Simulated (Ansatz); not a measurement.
Start from `N[SiH2]CBS` and change one atom or group to get `CCBS`.

Ansatz, PBE0-D4/def2-TZVP geometries, multiplicity 1. Each molecule was computed in one conformer, which needn't be the lowest.

```json
{"property": "HOMO energy (PBE0/def2-TZVPP) / eV", "`N[SiH2]CBS`": "-7.46"}
{"property": "LUMO energy (PBE/def2-TZVPP) / eV", "`N[SiH2]CBS`": "-1.82"}
{"property": "HOMO–LUMO gap (B3LYP/def2-TZVPP) / eV", "`N[SiH2]CBS`": "6.15"}
{"property": "HOMO–LUMO gap (PBE/def2-TZVPP) / eV", "`N[SiH2]CBS`": "4.25"}
{"property": "LUMO energy (ωB97M-V/def2-TZVPP) / eV", "`N[SiH2]CBS`": "1.01"}
{"property": "HOMO energy (ωB97M-V/def2-TZVPP) / eV", "`N[SiH2]CBS`": "-9.78"}
```

Task: What does the change do to each property? (Best estimate.)

Result: The calculation gave: 
| property | `CCBS` | shift |
| --- | --- | --- |
| HOMO energy (PBE0/def2-TZVPP) / eV | -8.09 | -0.63 |
| LUMO energy (PBE/def2-TZVPP) / eV | -1.77 | 0.05 |
| HOMO–LUMO gap (B3LYP/def2-TZVPP) / eV | 6.84 | 0.69 |
| HOMO–LUMO gap (PBE/def2-TZVPP) / eV | 5.17 | 0.92 |
| LUMO energy (ωB97M-V/def2-TZVPP) / eV | 1.15 | 0.14 |
| HOMO energy (ωB97M-V/def2-TZVPP) / eV | -10.29 | -0.51 |

With PBE0 the HOMO falls by 0.63 eV and the LUMO rises by 0.10 eV, so the gap widens by about 0.73 eV. PBE moves the HOMO by -0.86 eV and ωB97M-V by -0.51 eV.

B3LYP here is the variant with VWN-RPA as its local correlation; programs differ in this.
